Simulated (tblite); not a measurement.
Compound: CH₈NOSSi₃ (doublet state).
Bonds: N1–C2 (double), C2–Si3, Si3–S4, S4–Si5, Si5–O6, O6–Si7. Hydrogens: H8 on C2; H9, H10 on Si3; H11, H12 on Si5; H13, H14, H15 on Si7.
Bond orders are those of one Lewis drawing.

Computed with GFN2-xTB (tblite), gas phase: L-BFGS steps from a force-field or distance-geometry start until the largest atomic force falls under 0.01 eV/Å.

Step 0: E = -589.3575 eV
```
atom  x, y, z in Å  |  force x, y, z in eV/Å
N1     -3.4118    0.9496    1.4492    0.320  -1.963  -2.898
C2     -3.3344    0.2025    0.4212   -0.677   2.718   4.386
Si3    -1.8576    0.3069   -0.6870    0.153   0.619  -1.710
S4     -0.4448   -1.1526   -0.1777    0.155  -0.886   0.281
Si5     1.0538   -0.4987    1.2092    1.801  -0.412   0.413
O6      2.5575   -1.0610    0.5751   -2.014   1.965  -0.945
Si7     2.8045   -0.1415   -0.8799    0.044  -0.611   0.931
H8     -4.1096   -0.4949    0.2435   -0.620  -0.772  -0.430
H9     -2.4047   -0.0654   -2.0249    0.285  -0.041   0.398
H10    -1.3440    1.6611   -0.7962    0.141   0.048   0.203
H11     1.1824    0.9665    1.2637   -0.308  -0.291  -0.027
H12     0.8201   -1.0547    2.5463    0.158  -0.080  -0.517
H13     1.4804   -0.1202   -1.5303    0.546   0.090  -0.271
H14     3.1501    1.2177   -0.4494    0.020  -0.104  -0.015
H15     3.8536   -0.7072   -1.7018   -0.002  -0.278   0.201
```

Step 1: E = -589.5670 eV
```
atom  x, y, z in Å  |  force x, y, z in eV/Å
N1     -3.4072    0.9215    1.4078   -0.246   4.149   5.432
C2     -3.3441    0.2413    0.4839   -0.409  -3.889  -4.359
Si3    -1.8554    0.3157   -0.7115    0.081   0.092  -0.902
S4     -0.4426   -1.1653   -0.1737    0.007  -0.474   0.311
Si5     1.0796   -0.5046    1.2151    0.815  -0.128   0.282
O6      2.5288   -1.0329    0.5616   -1.248   1.299  -0.672
Si7     2.8052   -0.1502   -0.8666    0.076  -0.217   0.340
H8     -4.1185   -0.5059    0.2374    0.168  -0.177  -0.362
H9     -2.4007   -0.0660   -2.0192    0.127  -0.111   0.102
H10    -1.3420    1.6618   -0.7933    0.198   0.214   0.158
H11     1.1780    0.9623    1.2633   -0.292  -0.254   0.001
H12     0.8223   -1.0559    2.5389    0.192  -0.162  -0.348
H13     1.4882   -0.1189   -1.5342    0.547   0.084  -0.253
H14     3.1504    1.2162   -0.4496    0.023  -0.147  -0.011
H15     3.8536   -0.7111   -1.6989   -0.040  -0.281   0.281
```

Step 2: E = -589.8446 eV
```
atom  x, y, z in Å  |  force x, y, z in eV/Å
N1     -3.4077    0.9469    1.4394    0.058   0.096   0.029
C2     -3.3507    0.2218    0.4684   -0.268   0.170   0.610
Si3    -1.8540    0.3194   -0.7272    0.003   0.001  -0.254
S4     -0.4418   -1.1735   -0.1698   -0.032  -0.277   0.326
Si5     1.0950   -0.5076    1.2195    0.050   0.102   0.279
O6      2.5087   -1.0127    0.5515   -0.617   0.772  -0.513
Si7     2.8060   -0.1549   -0.8593    0.115   0.064  -0.079
H8     -4.1200   -0.5111    0.2323    0.007  -0.203  -0.222
H9     -2.3982   -0.0671   -2.0165    0.041  -0.179  -0.165
H10    -1.3397    1.6639   -0.7910    0.215   0.243   0.139
H11     1.1741    0.9588    1.2632   -0.284  -0.208   0.022
H12     0.8247   -1.0576    2.5335    0.206  -0.220  -0.225
H13     1.4954   -0.1178   -1.5376    0.522   0.081  -0.255
H14     3.1507    1.2144   -0.4497    0.030  -0.154  -0.007
H15     3.8533   -0.7148   -1.6956   -0.046  -0.290   0.316
```

Q: Estimate the geometry and energy of step 3. (The exact step hangs on the optimiser's Hessian estimate; all steps are aligned on step 2, rigid shifts and turns removed.)

A: E = -589.8992 eV, largest force 0.571 eV/Å
```
atom  x, y, z in Å  |  force x, y, z in eV/Å
N1     -3.4066    0.9533    1.4456    0.031  -0.058  -0.121
C2     -3.3575    0.2219    0.4783   -0.131   0.236   0.503
Si3    -1.8534    0.3211   -0.7374    0.020  -0.027   0.085
S4     -0.4419   -1.1811   -0.1633   -0.088  -0.121   0.315
Si5     1.1020   -0.5073    1.2255   -0.464   0.224   0.205
O6      2.4913   -0.9928    0.5396   -0.154   0.346  -0.339
Si7     2.8081   -0.1559   -0.8576    0.131   0.254  -0.353
H8     -4.1210   -0.5166    0.2269    0.063  -0.107  -0.132
H9     -2.3966   -0.0703   -2.0179   -0.006  -0.204  -0.273
H10    -1.3355    1.6683   -0.7879    0.185   0.168   0.124
H11     1.1682    0.9543    1.2635   -0.280  -0.097   0.046
H12     0.8288   -1.0616    2.5279    0.202  -0.285  -0.068
H13     1.5061   -0.1161   -1.5428    0.436   0.085  -0.292
H14     3.1512    1.2114   -0.4499    0.054  -0.099   0.000
H15     3.8524   -0.7207   -1.6895    0.001  -0.315   0.299
```

The energy changes by -0.0546 eV. The first-order estimate −F·Δx gives -0.0723 eV and the mean of the old and new forces, exact on a quadratic surface, -0.0546 eV. The step makes an angle of 19° with the force vector and moves no atom by more than 0.029 Å.

What follows is the cost of the whole relaxation. On an Arm Neoverse V1 with one thread, shared host with 32 logical CPUs at a one-minute load of 31, this took 2.6 s wall.
